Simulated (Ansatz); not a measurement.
Geometry optimisation, UKS BHLYP/def2-SVP (Ansatz).

Input file:

```yaml
crystal:
  periodic: [false, false, false]
  atoms:
    - { symbol: C, position_ang: [-0.7119, 0.9633, -0.9519] }
    - { symbol: S, position_ang: [-0.755, -0.8083, -1.0739] }
    - { symbol: Sn, position_ang: [0.6453, -1.0566, 0.8489] }
    - { symbol: H, position_ang: [-1.3079, 1.4294, -1.7891] }
    - { symbol: H, position_ang: [0.2756, 1.3919, -1.0812] }
    - { symbol: H, position_ang: [-1.1909, 1.343, 0.007] }
    - { symbol: H, position_ang: [2.2232, -0.2344, 0.5759] }
    - { symbol: H, position_ang: [1.013, -2.7418, 1.147] }
    - { symbol: H, position_ang: [-0.103, -0.3327, 2.3001] }
magnetization:
  spin_polarized: true
basis:
  gaussian: { orbitals: def2-SVP }
hamiltonian:
  xc: { name: BHLYP }
relax:
  f_tol: 0.02
  max_steps: 50
```

Command:

```bash
$ ansatz run input.yaml --threads 2 --pin off --max-ram 3072MiB --backend cpu --events-out ev --progress --plain --runs-dir out
```

Q: Where does it end, and by what steps?

A: The forces met the threshold. After 5 steps the energy has fallen by 0.287 eV; H6 moved furthest, 0.17 Å.

```tsv
step	energy less start (eV)	largest force component (eV/Å)	accepted
0	0.0000	2.241	yes
1	-0.1489	0.977	yes
2	-0.1900	0.675	yes
3	-0.2801	0.222	yes
4	-0.2864	0.048	yes
5	-0.2868	0.008	yes
```

```xyz
9
Properties=species:S:1:pos:R:3
C -0.769 1.065 -1.008
S -0.672 -0.756 -0.975
Sn 0.751 -1.104 0.953
H -1.395 1.327 -1.862
H 0.213 1.521 -1.148
H -1.234 1.463 -0.105
H 2.251 -0.330 0.694
H 0.942 -2.788 1.096
H 0.001 -0.445 2.339
```

Run time: 19 s on 2 threads of Arm Neoverse V2, on a shared host, peak memory 0.26 GiB.
